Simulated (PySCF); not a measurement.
**Does the structure fit the spectrum?**

A compound C$_{6}$H$_{11}$FO gives the data below (simulated from a calculation) and was assigned the structure `C/C=C(/F)COCC`.

¹³C{¹H} NMR (computed): δ 157.4 (C), 124.8 (CH), 84.8 (CH2), 56.6 (CH3), 22.7 (CH2), 17.0 (CH3).

¹H NMR (400 MHz, computed): δ 5.14 (m, 2H), 5.03 (m, 1H), 4.02 (s, 3H), 2.28 (m, 2H), 0.95 (t, 3H).

- coordinates at the GFN2-xTB level
- σ from GIAO-PBE0/pcSseg-1
- code: PySCF 2.14
- gas phase, one conformer, one averaged value for each set of equivalent atoms, non-relativistic Hamiltonian

Chemical shifts δ = σref − σ; ¹H, ¹³C against TMS, all at this level.

**Question.** Compare with the shifts computed for the proposed structure, pairing carbons in order of shift.

**Answer.** Mapped SMILES: `[CH3:1]/[CH:2]=[C:3](/[F:4])[CH2:5][O:6][CH2:7][CH3:8]`. Hydrogens are named by the atom that carries them.

| atom | computed for proposal | given list | difference |
| --- | --- | --- | --- |
| C3 | 167.1 | 157.4 | +9.7 |
| C2 | 114.1 | 124.8 | -10.7 |
| C5 | 72.8 | 84.8 | -12.0 |
| C7 | 67.6 | 56.6 | +11.0 |
| C8 | 17.8 | 22.7 | -4.9 |
| C1 | 12.2 | 17.0 | -4.8 |

The rms difference is 9.3 ppm and the largest -12.0 ppm at C5 (allylic sp3 CH2 bonded to O). The carbon types in order of shift don't match either: C, CH, CH2, CH2, CH3, CH3 for the proposal against C, CH, CH2, CH3, CH2, CH3 in the data. The proposal doesn't fit.

**Question.** Which isomer fits?

**Answer.** `CC/C=C(/CF)OC`.

Carbon types of the structure: 1 × C, 1 × CH, 2 × CH2, 2 × CH3, which accounts for all hydrogens. δC 157.4: alkene carbon bearing oxygen; an sp2 carbon further deshielded by the attached heteroatom. δC 124.8: β carbon of an enol-ether or enamine type C=C. δC 84.8: allylic sp3 CH2 bonded to F; pulled downfield by the heteroatom. δH 4.02: hydrogen on a methyl carbon bonded to O; its carbon carries O, which withdraws density.

Other isomers checked: COC/C(C)=C\CF (rms 16.5 ppm); CCC(C)(C)C(=O)F (rms 40.8 ppm).

This is the structure that produced the data.

Splittings by ¹⁹F in the carbon and heteronuclear signals aren't shown, as no couplings were computed. Shifts are as computed. Against solution values, carbons near 30 ppm lie about +3 ppm off and those near 130 ppm about +5 ppm. Of 1211 compounds with measured shifts, 218 miss one by over three times the rms of a fit or turn the order of signals round; such compounds aren't used in these exercises. Multiplicities follow the n + 1 count of equivalent neighbours, as no J values were calculated; m marks all less simple cases, F and P coupling included.
